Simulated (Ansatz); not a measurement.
Calculated with Ansatz (gas phase, PBE0-D4/def2-TZVP geometries, no zero-point term in ΔE). CBS: MP2 limit from def2 TZ/QZ plus the TZ coupled-cluster correction, frozen cores. This one scheme is used for every species. Functionals use def2-TZVPP. Each species was taken in one conformer, which may not be the lowest.

Consider the silylene formation by 1,1-elimination: `O[SiH2][SiH2][SiH2]Cl` → `O[SiH]` + `[SiH3][SiH2]Cl`.

`O[SiH2][SiH2][SiH2]Cl`:

Cartesian coordinates in Å:
```
O -1.497 0.138 -2.711
Si -0.998 0.715 -1.246
Si 0.442 -0.762 -0.122
Si 1.063 0.129 1.948
Cl 2.288 -1.195 2.952
H -1.952 -0.706 -2.728
H -0.297 1.989 -1.537
H -2.155 1.000 -0.348
H 1.670 -1.029 -0.921
H -0.252 -2.059 0.123
H -0.124 0.380 2.804
H 1.812 1.401 1.785
```

`O[SiH]`:

Cartesian coordinates in Å:
```
O -0.300 -0.676 0.240
Si 0.631 0.648 -0.121
H 0.164 -1.362 0.727
H -0.495 1.390 -0.846
```

`[SiH3][SiH2]Cl`:

Z-matrix (Å, degrees):
```
Si
Si 1 2.338
H 1 1.486 2 109.6
H 1 1.488 2 109.6 3 119.9
H 1 1.486 2 109.6 3 -120.2
Cl 2 2.065 1 108.7 3 60.2
H 2 1.485 1 111.8 3 -58.6
H 2 1.485 1 111.9 3 179.0
```

| species | PBE0 energy (Eh) |
| --- | --- |
| `O[SiH2][SiH2][SiH2]Cl` | -1407.67543 |
| `O[SiH]` | -365.74184 |
| `[SiH3][SiH2]Cl` | -1041.86081 |

(1) Work out ΔE.

Largest T1 diagnostic among the species: 0.016.

Results:

(1) ΔE = (-365.74184) + (-1041.86081) − (-1407.67543) = 0.07278 Eh = +45.7 kcal/mol. CCSD(T)/CBS gives +43.5 kcal/mol.

The D4 term adds +3.5 kcal/mol with B3LYP and +2.0 kcal/mol with PBE0; it sums over pairs of atoms, weighted by their polarisabilities, and B3LYP, whose exchange is more repulsive, gets the larger term. From PBE to PBE0 (25 % exact exchange), in def2-TZVPP and without D4, ΔE moves by +2.7 kcal/mol.

B3LYP here is the variant with VWN-RPA as its local correlation; programs differ in this.
